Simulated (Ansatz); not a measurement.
Geometry optimisation, Ansatz, RKS BHLYP/def2-SVP.

The input (input.yaml):

```yaml
crystal:
  periodic: [false, false, false]
  atoms:
    - { symbol: O, position_ang: [-1.67831, 1.58184, -0.1473] }
    - { symbol: S, position_ang: [-0.79998, 0.90756, -1.38104] }
    - { symbol: S, position_ang: [1.07331, 0.69136, -0.60742] }
    - { symbol: Si, position_ang: [0.7916, -1.18909, 0.44264] }
    - { symbol: H, position_ang: [-1.63078, 2.54538, -0.1798] }
    - { symbol: H, position_ang: [-0.34017, -0.9956, 1.33648] }
    - { symbol: H, position_ang: [2.06274, -1.35865, 1.12372] }
    - { symbol: H, position_ang: [0.52159, -2.1828, -0.58729] }
basis:
  gaussian: { orbitals: def2-SVP }
hamiltonian:
  xc: { name: BHLYP }
relax:
  f_tol: 0.015
  max_steps: 40
```

Run as:

```bash
$ ansatz run input.yaml --threads 1 --pin off --max-ram 2048MiB --backend cpu --events-out ev --progress --plain --runs-dir out
```

Q: Where does it end, and by what steps?

A: The forces met the threshold. After 7 steps the energy has fallen by 0.078 eV; H6 moved furthest, 0.11 Å.

| step | energy less start (eV) | largest force component (eV/Å) | accepted |
| --- | --- | --- | --- |
| 0 | 0.0000 | 0.840 | yes |
| 1 | -0.0320 | 1.285 | yes |
| 2 | -0.0662 | 0.937 | yes |
| 3 | -0.0321 | 0.882 | no |
| 4 | -0.0760 | 0.354 | yes |
| 5 | -0.0770 | 0.234 | yes |
| 6 | -0.0776 | 0.054 | yes |
| 7 | -0.0778 | 0.012 | yes |

```xyz
8
Properties=species:S:1:pos:R:3
O -1.740 1.602 -0.208
S -0.820 0.950 -1.416
S 1.069 0.749 -0.572
Si 0.800 -1.153 0.429
H -1.608 2.551 -0.194
H -0.295 -1.061 1.413
H 2.086 -1.428 1.109
H 0.509 -2.210 -0.561
```

Time of the run: 91 s on 1 thread of Intel(R) Xeon(R) Processor @ 2.50GHz (Skylake/Cascade Lake) (shared host), peak memory 0.19 GiB.
